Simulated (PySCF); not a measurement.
Core-level binding energies of BCl2Br

Compound: BCl2Br.
Z-matrix (Å and degrees, PBE0-D3(BJ)/def2-SVP geometry), rows numbered from 1:
```
B 
Cl  1  1.7408
Cl  1  1.7410  2  119.91
Br  1  1.9014  2  120.00  3   179.98
```

Theory: delta-SCF UKS SCAN, pcX-2 on the ionised atom, pcseg-1 elsewhere, spin-free X2C (PySCF 2.14.0). Vertical ΔSCF values, vacuum level as zero.

Q: What binding energy does each computed site have?

A: 
| atom(s) | environment | level | binding energy (eV) | 2p1/2 (eV) | count |
| --- | --- | --- | --- | --- | --- |
| B1 | boron bonded to Br and 2 Cl | B 1s | 199.61 | – | 1 |
| Cl2/Cl3 | chlorine bonded to B | Cl 2p3/2 | 207.00 | 208.65 | 2 |
| Cl2/Cl3 | chlorine bonded to B | Cl 1s | 2829.59 | – | 2 |

Q: Which effective nuclear charge Zeff reproduces each element's mean 1s value in the hydrogen-like formula E = 13.606 eV × Zeff²?

A: B (Z = 5): mean 199.6 eV, Zeff = 3.83, Z − Zeff = 1.17; Cl (Z = 17): mean 2829.6 eV, Zeff = 14.42, Z − Zeff = 2.58. Means run over the listed sites, weighted by atom count.

Q: Give the binding energy of B 1s of B1 in hartree and in kJ/mol.

A: 199.61 eV = 7.3355 Eh = 19259 kJ/mol.

The first atom of each set that the bonding makes equivalent was ionised and stands for the set. Spin–orbit and ligand-field terms were added within each 2p shell after the spin-free SCF. 2p1/2 minus 2p3/2 (ligand field included): Cl 1.65 eV. No level of bromine is listed. Isolated species at its PBE0-D3(BJ)/def2-SVP geometry, gas phase.

Hardware: an Arm Neoverse V2 with one thread (shared host). Cost: 5.3 s.
